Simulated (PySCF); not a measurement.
# Electric field gradients and quadrupole coupling constants

Species: C₇H₁₃N₃.
SMILES with atom numbers: `[CH3:1][c:2]1[c:3]([CH:4]([CH3:5])[CH3:6])[n:7][n:8][n:9]1[CH3:10]` (hydrogens: H11, H12, H13 on C1; H14 on C4; H15, H16, H17 on C5; H18, H19, H20 on C6; H21, H22, H23 on C10)

Geometry (GFN2-xTB, Å), atoms numbered from 1 in this order:
```
atom  x, y, z in Å
C1     1.3368    0.4786    1.6581
C2     0.9348    0.2024    0.2592
C3    -0.2854   -0.0483   -0.3448
C4    -1.6539   -0.1390    0.2469
C5    -2.6038    0.7979   -0.4992
C6    -2.1514   -1.5843    0.1686
N7    -0.0578   -0.2359   -1.6634
N8     1.1913   -0.1182   -1.9054
N9     1.8247    0.1470   -0.7670
C10    3.2430    0.3291   -0.7210
H11    0.4656    0.4440    2.3063
H12    2.0592   -0.2616    2.0039
H13    1.7949    1.4649    1.7410
H14   -1.5999    0.1643    1.2994
H15   -2.2765    1.8313   -0.4040
H16   -3.6120    0.7146   -0.0994
H17   -2.6152    0.5355   -1.5536
H18   -1.4921   -2.2473    0.7260
H19   -3.1544   -1.6626    0.5827
H20   -2.1706   -1.9071   -0.8693
H21    3.4915    1.3290   -0.3592
H22    3.6229    0.2032   -1.7329
H23    3.7038   -0.4105   -0.0629
```

Field gradients from the PBE0/pcSseg-1 density (PySCF, non-relativistic), principal values in atomic units, ordered |Vxx| ≤ |Vyy| ≤ |Vzz|:

```
atom     Vxx     Vyy      Vzz
  N7  0.4762  0.5816  -1.0578
  N8  0.1598  0.8513  -1.0112
  N9  0.2253  0.4162  -0.6416
```

Problem. Find the asymmetry η = (Vxx − Vyy)/Vzz and the couplings χ = eQV/h (234.96 MHz × Q in barn × V in au), with Q(14N) = 0.02044 b.

Solution. 
| atom | environment | nucleus | η | χzz (MHz) | χxx (MHz) | χyy (MHz) |
| --- | --- | --- | --- | --- | --- | --- |
| N7 | pyridine-type nitrogen | 14N | 0.10 | -5.08 | 2.29 | 2.79 |
| N8 | pyridine-type nitrogen | 14N | 0.68 | -4.856 | 0.768 | 4.089 |
| N9 | pyrrole-type nitrogen | 14N | 0.30 | -3.081 | 1.082 | 1.999 |

Problem. What is Vzz at N7 in SI units (1 au = 9.71736 × 10²¹ V/m²)?

Solution. -1.0578 au = -10.279 × 10²¹ V/m².

Problem. And the gradient at the other heavy atoms, for which no coupling is worked out here?

Solution. 
| atom | environment | Vzz (au) | η |
| --- | --- | --- | --- |
| C1 | benzylic-type carbon | 0.085 | 0.34 |
| C2 | substituted aromatic carbon | -0.220 | 0.31 |
| C3 | substituted aromatic carbon | -0.153 | 0.84 |
| C4 | benzylic-type carbon | 0.051 | 0.68 |
| C5 | methyl carbon | 0.078 | 0.45 |
| C6 | methyl carbon | 0.073 | 0.39 |
| C10 | N-methyl carbon | 0.325 | 0.18 |

Problem. What couplings would deuterons (Q(2H) = 0.00286 b) have in place of the hydrogens, at this geometry?

Solution. 
| atom | bonded to | bond length (Å) | Vzz (au) | η | χzz (kHz) |
| --- | --- | --- | --- | --- | --- |
| H11 | C1 | 1.086 | 0.3147 | 0.03 | 212 |
| H12 | C1 | 1.091 | 0.3078 | 0.02 | 207 |
| H13 | C1 | 1.091 | 0.3076 | 0.02 | 207 |
| H14 | C4 | 1.097 | 0.2948 | 0.03 | 198 |
| H15 | C5 | 1.088 | 0.3148 | 0.03 | 212 |
| H16 | C5 | 1.088 | 0.3159 | 0.02 | 212 |
| H17 | C5 | 1.087 | 0.3121 | 0.02 | 210 |
| H18 | C6 | 1.089 | 0.3142 | 0.02 | 211 |
| H19 | C6 | 1.088 | 0.3156 | 0.02 | 212 |
| H20 | C6 | 1.087 | 0.3122 | 0.02 | 210 |
| H21 | C10 | 1.092 | 0.2989 | 0.07 | 201 |
| H22 | C10 | 1.088 | 0.3027 | 0.05 | 203 |
| H23 | C10 | 1.092 | 0.2989 | 0.07 | 201 |

Isolated species at its GFN2-xTB geometry (one conformer only). GFN2-xTB bond lengths can be off by several hundredths of an ångström, more for odd bonds, and the gradients follow them. These gradients aren't converged with respect to the basis.
